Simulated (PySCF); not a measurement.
PySCF input file for Be2O, SMILES [Be][O][Be] (connectivity only; charge and spin as stated), neutral, multiplicity 1, PBE0/pcSseg-2. Geometry optimised at B3LYP-D3(BJ)/def2-TZVPD. The geometry has at least one imaginary mode, so it is a saddle point at that level.

```python
import numpy as np
from pyscf import gto, scf, dft
from pyscf.prop.nmr import rks as nmr

mol = gto.M(
    atom='''
    Be    0.00000000    0.00000000   -1.40491684
    O     0.00000000    0.00000000    0.00000000
    Be    0.00000000    0.00000000    1.40491684
    ''',
    basis='pcSseg-2',
    charge=0,
    spin=0,
    max_memory=1600,
    verbose=3,
)
mf = dft.RKS(mol, xc='pbe0')
mf.grids.level = 3
mf.conv_tol = 1e-10
mf.max_cycle = 100
mf.kernel()
n = nmr.NMR(mf)
n.verbose = 2
n.max_cycle_cphf = 60
sigma = n.kernel()
print('atom   isotropic/ppm   span/ppm')
for i, s in enumerate(sigma):
    w = np.linalg.eigvalsh((s + s.T) / 2)
    print(f'{mol.atom_symbol(i):2s}{i + 1:3d} {w.mean():14.3f} {w[2] - w[0]:11.3f}')
```

It prints:

```
converged SCF energy = -104.590175693988
atom   isotropic/ppm   span/ppm
Be  1        101.503      84.124
O   2        297.020     178.318
Be  3        101.503      84.124
```

Self-consistency was reached.

Cost: around 5 core-seconds (rough).
